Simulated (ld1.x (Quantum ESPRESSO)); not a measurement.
Ranking TM potentials for O

All share these settings but for the change named:

```
Element                 : oxygen
Generator               : ld1.x (Quantum ESPRESSO) 7.5
Type                    : norm-conserving Troullier–Martins (Kleinman–Bylander form)
Functional              : PBEsol
Relativity              : scalar-relativistic
Frozen core             : [He]
Valence charge          : 6
Reference configuration : 2s2 2p3.5 (charge +0.5)
Partial waves           : 2p (bound): rc 1.45 bohr; 2s (bound): rc 0.70 bohr
Local potential         : the s channel
Core correction         : a·sin(br)/r model core, default radius (core density twice the valence density)
```

Cutoff: the first of the cutoffs (Ry, on a coarse ladder) from which the occupation-weighted sum of valence levels, in a spherical-Bessel basis at the reference potential, stays within 10 and 1 mRy of its value at 400 Ry; the density cutoff is not measured.

The base gives 90 Ry.

Of 7 variants that were run, those that failed, showed a ghost or another fault, or gave nearly equal values are left out.

A variant can come out equal or close to the base.

Q: Rank these variants from softest to hardest (loose cutoff).
A. all radii but the core radius scaled by about 0.74 (s 0.52, p 1.08 bohr)
B. all radii but the core radius scaled by about 1.21 (s 0.84, p 1.76 bohr)
C. all radii but the core radius scaled by about 0.91 (s 0.64, p 1.32 bohr)
D. all radii but the core radius scaled by about 1.31 (s 0.92, p 1.90 bohr)
E. all radii but the core radius scaled by about 0.86 (s 0.60, p 1.24 bohr)

A: D (70 Ry), B (80 Ry), C (160 Ry), E (200 Ry), A (300 Ry).
